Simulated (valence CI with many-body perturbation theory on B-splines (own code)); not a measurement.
E1 transitions of Cd XVI

Method: configuration interaction combined with many-body perturbation theory (CI+MBPT): five valence electrons over a frozen Dirac-Fock core [Ar] 3d10, a basis of 11 s, 11 p, 10 d, 8 f, 5 g, 2 h functions for each j, with the one-electron correlation potential Σ1 (screened to all orders), the two-electron term Σ2, the three-electron term Σ3, Breit, model QED; selected single and double excitations, second order for the rest, scaled by the run's own slope (own B-spline code, finite nucleus).

No measured spectrum was set against this ion. As an estimate, levels hold to about 250 cm⁻¹ or 0.2 % of their energy and the worst to 1 %, as in measured heavy ions of charge 2 to 7; those with d or f electrons hold less well. Among the levels kept, up to 2200 cm⁻¹ of a level comes from second order outside the variational space, and about a tenth of that is noise between levels of different J, which matters for small intervals.

Lines 151 to 200 of 568 in falling wavelength, among levels below 157.79 eV, chosen from the strongest by gf and those to the six lowest levels. Wavelengths and rates use the calculated energies, so an error of 1000 cm⁻¹ moves a line at 20.30 nm by 0.2 % and its rate by three times that or more. Electric multipoles are in the length gauge, E1 and E2 with the static RPA response of the core. Weak lines are less certain than strong ones. Lines between different terms over intervals too small for the method are left out, as are lines whose strength nearly cancels. Where a level lies close to another of its J and parity, the split of strength between their lines is uncertain. The highest levels of a list are the least certain.

Names give the largest LS component (configuration and term), which can be under half, so a name can repeat, a term be missing and a line seem to break the LS rules; names also repeat where a configuration has a term twice. Letters in brackets count levels of one name in rising energy.

| λ vac (nm) | Upper | Lower | A (s⁻¹) | log gf | Branch % |
| --- | --- | --- | --- | --- | --- |
| 20.30 | 4s4p³4d ²P°_3/2 [b] | 4s²4p²4d ²P_3/2 [a] | 1.03e+10 | -0.60 | 6.5 |
| 20.15 | 4s4p⁴ ²P_3/2 | 4s²4p³ ⁴S°_3/2 | 1.36e+09 | -1.48 | 3.8 |
| 20.14 | 4s²4p²4d ²F_5/2 [a] | 4s²4p³ ²D°_5/2 | 3.09e+08 | -1.95 | 17.7 |
| 20.03 | 4s²4p²4d ⁴P_3/2 | 4s²4p³ ²P°_3/2 | 9.42e+08 | -1.64 | 0.5 |
| 20.03 | 4s²4p4d² ⁴P°_5/2 [a] | 4s²4p²4d ²F_7/2 [c] | 6.39e+09 | -0.64 | 4.1 |
| 19.99 | 4s²4p²4f ²D°_3/2 | 4s²4p²4d ²D_3/2 [c] | 6.52e+09 | -0.81 | 2.5 |
| 19.98 | 4s²4p²4d ⁴P_1/2 | 4s²4p³ ²P°_3/2 | 5.00e+09 | -1.22 | 2.7 |
| 19.98 | 4s4p⁴ ²P_1/2 | 4s²4p³ ²D°_3/2 | 2.46e+09 | -1.53 | 10.7 |
| 19.85 | 4s²4p²4d ⁴F_7/2 | 4s²4p³ ²D°_5/2 | 4.11e+08 | -1.71 | 100.0 |
| 19.78 | 4s²4p²4f ⁴F°_3/2 | 4s²4p²4d ²F_5/2 [b] | 6.55e+09 | -0.81 | 2.8 |
| 19.78 | 4s²4p4d² ⁴D°_7/2 [a] | 4s²4p²4d ²F_7/2 [b] | 4.17e+09 | -0.71 | 7.8 |
| 19.71 | 4s²4p²4f ²G°_7/2 [a] | 4s²4p²4d ²G_7/2 | 7.60e+09 | -0.45 | 9.1 |
| 19.67 | 4s²4p²4d ⁴D_3/2 | 4s²4p³ ²D°_5/2 | 1.36e+10 | -0.50 | 54.9 |
| 19.61 | 4s²4p²4d ²F_7/2 [a] | 4s²4p³ ²D°_5/2 | 2.48e+08 | -1.94 | 100.0 |
| 19.59 | 4s4p³4d ⁴D°_5/2 [e] | 4s²4p²4d ⁴F_5/2 | 6.01e+09 | -0.68 | 9.3 |
| 19.47 | 4s4p³4d ²D°_5/2 [b] | 4s4p⁴ ²P_3/2 | 5.77e+09 | -0.71 | 12.9 |
| 19.45 | 4s²4p²4d ²F_5/2 [a] | 4s²4p³ ²D°_3/2 | 8.98e+07 | -2.51 | 5.2 |
| 19.42 | 4s²4p²4d ²D_3/2 [a] | 4s²4p³ ²P°_3/2 | 1.50e+08 | -2.47 | 0.2 |
| 19.37 | 4s²4p²4d ²P_3/2 [a] | 4s²4p³ ²P°_1/2 | 2.17e+09 | -1.31 | 2.0 |
| 19.35 | 4s²4p4d² ²H°_9/2 | 4s²4p²4d ²G_7/2 | 5.87e+09 | -0.48 | 55.1 |
| 19.22 | 4s²4p²4f ⁴F°_5/2 [b] | 4s²4p²4d ²F_7/2 [c] | 1.26e+10 | -0.38 | 6.2 |
| 19.21 | 4s²4p²4f ²G°_7/2 [b] | 4s²4p²4d ²G_9/2 | 5.00e+09 | -0.65 | 4.9 |
| 19.12 | 4s²4p²4d ²P_1/2 [a] | 4s²4p³ ²P°_3/2 | 1.68e+10 | -0.73 | 9.3 |
| 19.05 | 4s²4p²4d ⁴F_3/2 | 4s²4p³ ⁴S°_3/2 | 7.12e+09 | -0.81 | 56.2 |
| 19.05 | 4s²4p²4f ⁴G°_7/2 | 4s²4p²4d ²G_9/2 | 1.30e+10 | -0.25 | 8.3 |
| 19.04 | 4s²4p²4d ⁴D_1/2 | 4s²4p³ ²D°_3/2 | 1.14e+10 | -0.91 | 55.6 |
| 19.01 | 4s²4p²4d ⁴D_3/2 | 4s²4p³ ²D°_3/2 | 3.19e+08 | -2.16 | 1.3 |
| 19.00 | 4s4p³4d ⁴F°_3/2 [a] | 4s4p⁴ ⁴P_5/2 | 5.13e+08 | -1.95 | 8.0 |
| 18.93 | 4s4p³4d ⁴D°_5/2 [a] | 4s4p⁴ ⁴P_5/2 | 2.83e+09 | -1.04 | 45.0 |
| 18.90 | 4s²4p²4d ⁴D_5/2 | 4s²4p³ ²D°_5/2 | 4.98e+09 | -0.80 | 24.1 |
| 18.90 | 4s²4p²4f ²H°_11/2 | 4s²4p²4d ²G_9/2 | 2.78e+09 | -0.75 | 12.4 |
| 18.79 | 4s²4p²4d ²D_5/2 [a] | 4s²4p³ ²P°_3/2 | 3.77e+09 | -0.92 | 1.8 |
| 18.62 | 4s4p³4d ²D°_3/2 [c] | 4s4p⁴ ²S_1/2 | 1.57e+10 | -0.49 | 13.6 |
| 18.61 | 4s²4p4d² ²P°_3/2 | 4s²4p²4d ²F_5/2 [b] | 1.44e+10 | -0.53 | 5.0 |
| 18.59 | 4s²4p²4f ⁴F°_5/2 [a] | 4s²4p²4d ²D_5/2 [a] | 1.84e+10 | -0.24 | 8.6 |
| 18.55 | 4s²4p4d² ⁴G°_9/2 | 4s²4p²4d ⁴F_9/2 | 8.49e+09 | -0.36 | 48.0 |
| 18.52 | 4s²4p4d² ⁴D°_7/2 [c] | 4s²4p²4d ²F_7/2 [c] | 7.33e+09 | -0.52 | 2.2 |
| 18.50 | 4s²4p4d² ⁴D°_5/2 [a] | 4s²4p²4d ²G_7/2 | 1.90e+10 | -0.23 | 16.2 |
| 18.47 | 4s²4p²4d ⁴F_5/2 | 4s²4p³ ⁴S°_3/2 | 9.31e+09 | -0.54 | 95.4 |
| 18.42 | 4s²4p²4d ²P_3/2 [a] | 4s²4p³ ²D°_5/2 | 3.88e+10 | -0.10 | 36.0 |
| 18.41 | 4s4p³4d ⁴P°_1/2 [c] | 4s4p⁴ ²P_3/2 | 1.52e+10 | -0.81 | 7.9 |
| 18.41 | 4s4p³4d ⁴P°_5/2 [a] | 4s4p⁴ ²D_3/2 | 1.07e+10 | -0.49 | 9.2 |
| 18.35 | 4s4p³4d ²D°_5/2 [d] | 4s²4p²4d ²F_7/2 [a] | 1.37e+10 | -0.38 | 18.1 |
| 18.34 | 4s4p³4d ⁴D°_7/2 [a] | 4s4p⁴ ⁴P_5/2 | 1.48e+09 | -1.22 | 45.6 |
| 18.32 | 4s²4p4d² ²P°_1/2 | 4s²4p²4d ²D_3/2 [b] | 2.57e+10 | -0.59 | 12.3 |
| 18.29 | 4s²4p²4d ⁴D_5/2 | 4s²4p³ ²D°_3/2 | 5.07e+09 | -0.82 | 24.6 |
| 18.29 | 4s²4p²4d ⁴P_3/2 | 4s²4p³ ²P°_1/2 | 2.83e+08 | -2.25 | 0.1 |
| 18.28 | 4s²4p4d² ⁴D°_5/2 [b] | 4s²4p²4d ⁴P_5/2 | 6.41e+09 | -0.72 | 3.5 |
| 18.26 | 4s²4p4d² ⁴P°_3/2 | 4s²4p²4d ⁴P_1/2 | 7.66e+09 | -0.81 | 4.4 |
| 18.26 | 4s²4p4d² ²P°_1/2 | 4s²4p²4d ²P_1/2 [b] | 1.92e+10 | -0.72 | 9.2 |
